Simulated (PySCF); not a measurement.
A series of related molecules.

All values: PBE0/pcSseg-1 (PySCF) at GFN2-xTB geometries, gas phase, one conformer each.

Question: Rank by the highest IAO charge on any atom, highest value first.
A. `Cc1cnn(C2CCC2)n1`
B. `Cc1cnn([Si](C)(C)C)n1`
C. `C#CCn1ncc(C)n1`

Answer: B (+1.193 e), C (+0.205 e), A (+0.167 e).

All values together:

```
               SMILES                     change    formula  μ (D)  HOMO (eV)  LUMO (eV)  lowest IAO charge (e)  highest IAO charge (e)  lowest Hirshfeld charge (e)  highest Hirshfeld charge (e)
     Cc1cnn(CC(C)C)n1                     parent    C7H13N3   0.47      -7.14       0.18             -0.436 (C)              +0.167 (H)                   -0.139 (N)                    +0.099 (N)
        CCCn1ncc(C)n1        iBu replaced by nPr    C6H11N3   0.44      -7.17       0.09             -0.434 (C)              +0.167 (H)                   -0.136 (N)                    +0.101 (N)
      Cc1cnn(C2CC2)n1        iBu replaced by cPr     C6H9N3   0.46      -7.20       0.09             -0.436 (C)              +0.167 (H)                   -0.137 (N)                    +0.094 (N)
Cc1cnn([Si](C)(C)C)n1      iBu replaced by SiMe3  C6H13N3Si   0.39      -7.23       0.11             -0.732 (C)             +1.193 (Si)                   -0.217 (C)                   +0.460 (Si)
     Cc1cnn(C2CCC2)n1        iBu replaced by cBu    C7H11N3   0.10      -7.09       0.12             -0.435 (C)              +0.167 (H)                   -0.141 (N)                    +0.095 (N)
       C#CCn1ncc(C)n1  iBu replaced by propargyl     C6H7N3   0.49      -7.41      -0.07             -0.436 (C)              +0.205 (H)                   -0.139 (N)                    +0.096 (H)
```

Conformers: `[CH3:1][c:2]1[cH:3][n:4][n:5]([CH2:6][CH:7]([CH3:8])[CH3:9])[n:10]1` with N4–N5–C6–C7 93°, N5–C6–C7–C8 -68°; `[CH3:1][CH2:2][CH2:3][n:4]1[n:5][cH:6][c:7]([CH3:8])[n:9]1` with C1–C2–C3–N4 67°, C2–C3–N4–N5 73°; `[CH3:1][c:2]1[cH:3][n:4][n:5]([CH:6]2[CH2:7][CH2:8]2)[n:9]1` with N4–N5–C6–C7 132°; `[CH3:1][c:2]1[cH:3][n:4][n:5]([CH:6]2[CH2:7][CH2:8][CH2:9]2)[n:10]1` with N4–N5–C6–C7 -54°, N5–C6–C7–C8 132°, C6–C7–C8–C9 -13°, C7–C8–C9–C6 13°, N5–C6–C9–C8 -132°; `[CH:1]#[C:2][CH2:3][n:4]1[n:5][cH:6][c:7]([CH3:8])[n:9]1` with C2–C3–N4–N5 92°.

Give the shifts from the parent, `Cc1cnn(CC(C)C)n1`.

```csv
SMILES,change in μ (D),change in HOMO (eV),change in LUMO (eV)
CCCn1ncc(C)n1,-0.03,-0.03,-0.09
Cc1cnn(C2CC2)n1,-0.01,-0.06,-0.09
Cc1cnn([Si](C)(C)C)n1,-0.08,-0.09,-0.07
Cc1cnn(C2CCC2)n1,-0.37,+0.05,-0.06
C#CCn1ncc(C)n1,+0.02,-0.27,-0.25
```
